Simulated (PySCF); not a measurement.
diphosphane cation (H₄P₂), SMILES PP (connectivity only; charge and spin as stated), charge +1, multiplicity 2. The structure is a stationary point at PBE0-D3(BJ)/def2-TZVP. The multiplicity is an assumed one; other spin states were not compared.

The numbers are results of PBE0-D3(BJ)/def2-TZVP (PySCF), not measurements.

Harmonic wavenumbers (cm⁻¹): 283, 356, 503, 566, 790, 823, 1048, 1051, 2446, 2451, 2476, 2485. Rotational constants (GHz): 68.71, 6.272, 6.086; symmetry number 2.

Q: Work out the zero-point energy and the ideal-gas rigid-rotor harmonic-oscillator thermochemistry at 298.15 K and 1 atm.

A: ZPE = ½ Σ hcν = ½ × 15279 cm⁻¹ = 91.39 kJ/mol. H − E(el) = 105.01 kJ/mol. Entropy in J/(mol K): translation 160.99, rotation 87.67, vibration 18.30, spin 5.76, total 272.73. G − E(el) = 23.70 kJ/mol. Cp = 64.88 J/(mol K).
